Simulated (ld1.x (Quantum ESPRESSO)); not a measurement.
# Which change was made? (Mn, TM)

manganese, norm-conserving Troullier–Martins (Kleinman–Bylander form), made with ld1.x (Quantum ESPRESSO) 7.5 (PBE, scalar-relativistic). Core [Ne], reference 3s2 3p6 3d6 4s1 4p0. Waves: 3s (bound): rc 1.15 bohr; 3p (bound): rc 0.90 bohr; 3d (bound): rc 1.40 bohr. Local part: all-electron potential smoothed inside 1.25 bohr (lloc = -1). Core correction: none.

Occupied shells without a wave of their own: 4s. They enter only through the test configuration that unscreens the potential.

Cutoffs, loose and tight: the cutoffs (Ry, on a coarse ladder) from which the occupation-weighted sum of valence levels, in a spherical-Bessel basis at the reference potential, stays within 10 and 1 mRy of its value at 400 Ry. They do not see the model core or the augmentation charge, which bear on the density cutoff. Test errors are all-electron minus pseudo excitation energies from the reference, over the configurations 3s2 3p6 3d5 4s2 4p0; 3s2 3p6 3d5 4s1 4p0; 3s2 3p6 3d5 4s0 4p0; 3s2 3p6 3d5 4s1 4p1; 3s2 3p6 3d4 4s0 4p0; 3s2 3p6 3d5.5 4s1.5 4p0; 3s2 3p6 3d4 4s2 4p1; variants that change the core or the reference have their own tests.

The base gives: outcome: generated; cutoff, loose: 140 Ry; cutoff, tight: 230 Ry; bound ghosts: none; largest test error (meV): +86.

Question: After one change the result is: outcome: generated; cutoff, loose: 200 Ry; cutoff, tight: 260 Ry; bound ghosts: none; largest test error (meV): +79. Which change was it?
A. local potential all-electron potential smoothed inside 0.50 bohr (lloc = -1)
B. type PAW; waves now 3s (bound): rc 1.15 bohr; 4s (bound): rc 1.15 bohr; 3p (bound): rc 0.90 bohr; 4p (bound): rc 0.90 bohr; 3d (bound): rcut 1.20, rcutus 1.40 bohr; 3d channel at 3.75 Ry: rcut 1.20, rcutus 1.40 bohr; local potential all-electron potential smoothed inside 0.85 bohr (lloc = -1); core correction a·sin(br)/r model core, default radius (ld1.x builds one for every PAW set, though the input has nlcc=.false.); augmentation BESSEL, radius 0.75 bohr
C. wave 3d (bound): rc 1.40 bohr becomes 3d (bound): rc 0.96 bohr

Answer: C. The others give: local potential all-electron potential smoothed inside 0.50 bohr (lloc = -1) → outcome: failed: run_pseudo: Errors in PS-KS equation | type PAW; waves now 3s (bound): rc 1.15 bohr; 4s (bound): rc 1.15 bohr; 3p (bound): rc 0.90 bohr; 4p (bound): rc 0.90 bohr; 3d (bound): rcut 1.20, rcutus 1.40 bohr; 3d channel at 3.75 Ry: rcut 1.20, rcutus 1.40 bohr; local potential all-electron potential smoothed inside 0.85 bohr (lloc = -1); core correction a·sin(br)/r model core, default radius (ld1.x builds one for every PAW set, though the input has nlcc=.false.); augmentation BESSEL, radius 0.75 bohr → outcome: failed: invmat: error in DGETRF.
